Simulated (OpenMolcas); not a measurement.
Ne V: Slater's ratio, the spin-orbit constant, worked from levels

* Program: OpenMolcas
* Basis: ANO-RCC-VQZP [5s4p3d2f1g]
* Scalar Hamiltonian: DKH2, point nucleus
* Active space: 4 electrons in 4 orbitals (2s 2p)
* State averaging: 2S+1 = 3 even, 3 roots; 2S+1 = 1 even, 6 roots; 2S+1 = 5 odd, 1 root; 2S+1 = 3 odd, 9 roots; 2S+1 = 1 odd, 8 roots
* Spin-orbit coupling: state interaction with AMFI integrals over the reference wave functions, term energies averaged over their components

Methods: CASSCF; SS-CASPT2, IPEA 0.25 Eh, imaginary shift 0.1 Eh (closed shells correlated: 1s). Measured levels: NIST levels in Podobedova, Fuhr, Reader and Wiese, J. Phys. Chem. Ref. Data 33, 525 (2004).

**Slater's ratio.** With one set of orbitals, p2 has ¹D - ³P = 6 F2 and ¹S - ¹D = 9 F2 (F2 = F²/25), a ratio of 3/2. Term energies are centres of gravity, weighted by 2J + 1.

| Source | ¹D - ³P | ¹S - ³P | F2 from the first | Ratio |
| --- | --- | --- | --- | --- |
| CASSCF | 32207 | 60316 | 5368 | 0.873 |
| SS-CASPT2 | 29682 | 62788 | 4947 | 1.115 |
| measured | 29537 | 63159 | 4923 | 1.138 |

Energies in cm-1. A ratio away from 3/2 shows effects beyond one configuration with one set of orbitals, and in heavier atoms second-order spin-orbit shifts. In CASSCF the valence s occupation is 1.89 in ¹S against 1.97 in ¹D: mixing out of s² acts most on ¹S and pulls it down.

**The spin-orbit constant.** For the Hund term ³P of p2, E(J) = (A/2) J(J+1) + constant and ζ = 2S·A = 2A. From J = 0 to J = 2 the energy changes by 3 A.

```
   Source  E(2) - E(0)      A    ζ
   CASSCF       1130.4  376.8  754
SS-CASPT2       1128.9  376.3  753
 measured       1110.1  370.0  740
```

All in cm-1. SS-CASPT2 is off by +1.7 % and CASSCF by +1.8 %. Both methods take the spin-orbit matrix elements from the reference wave functions, so the second can move ζ only through the term energies and any multistate remixing. Second-order mixing with other terms is absorbed into this ζ.

CASPT2 does not keep the components of a term degenerate, so their means are used; among the terms shown or strongly mixed into the levels shown the widest spread is 12 cm-1 (2s² 2p² ¹D, SS-CASPT2). Computed and measured levels are paired by configuration, term and J; levels that our copy of the source lacks, or whose pairing is in doubt (as where it misses far off the trend of its configuration), stay unpaired and out of the deviations. Levels of configurations outside the active space are missing.
